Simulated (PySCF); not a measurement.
## Unknown compound

Molecular formula: C4H10O3Si2. Simulated spectra:

1H NMR (400 MHz, computed): δ 4.93 (s, 3H), 4.70 (m, 1H), 4.62 (m, 1H), 4.53 (m, 1H), 3.62 (s, 3H), 1.38 (m, 1H).

13C{1H} NMR (computed): δ 182.1 (C), 101.5 (CH), 58.0 (CH3), -8.0 (CH).

[PySCF 2.14.0 with density-fitted response routines: GFN2-xTB geometry; NMR shieldings at PBE0/pcSseg-1/GIAO; single conformer; non-relativistic; rapidly exchanging positions averaged; no solvent]

Referencing at the same level of theory: 1H (σ = 31.72 ppm) and 13C (σ = 186.93 ppm) vs TMS.

**Question.** Which candidate is it?
A. C=CO[SiH2]CC(=O)O[SiH3]
B. C#C[SiH2]O[SiH](OC)OC
C. C=C[Si@@](O)(C=O)[SiH2]OC
D. CO[C@H](O[SiH3])[SiH2]C=C=O

**Answer.** D. 

- Rings plus π bonds: 2 (no ring in the answer).
- 4 carbon signals for 4 carbons: no two carbons are equivalent.
- Carbon types of the structure: 1 × C, 2 × CH, 1 × CH3, leaving 5 H on heteroatoms.
- δC 182.1: central carbon of a ketene.
- δC 101.5: sp3 carbon bearing two oxygens; 2 electronegative neighbours deshield it.
- δC 58.0: methyl carbon bonded to O; deshielded by the electronegative neighbour.
- δH 4.70: hydrogen on an sp3 carbon bearing two oxygens; its carbon carries O, an electronegative neighbour.
- δH 3.62: hydrogen on a methyl carbon bonded to O; its carbon carries O, hence the downfield position.

The others: C=CO[SiH2]CC(=O)O[SiH3] has carbons computed at 177.9, 156.4, 95.7, 28.5, with a different DEPT pattern; C=C[Si@@](O)(C=O)[SiH2]OC would give 7 signals for carbon-bound and other non-exchanging H, not 6; C#C[SiH2]O[SiH](OC)OC would give 3 carbon signals, not 4.

Shifts are as computed. Against solution values, carbons near 30 ppm lie about +3 ppm off and those near 130 ppm about +5 ppm. Of 1309 compounds with measured shifts, 239 miss one by over three times the rms of a fit or turn the order of signals round; such compounds aren't used in these exercises. No couplings were computed; multiplicities are counted from neighbouring protons, with m where these are inequivalent, close in shift, in a saturated or five-membered ring or joined by F or P, and br s for small geminal =CH2 splittings.
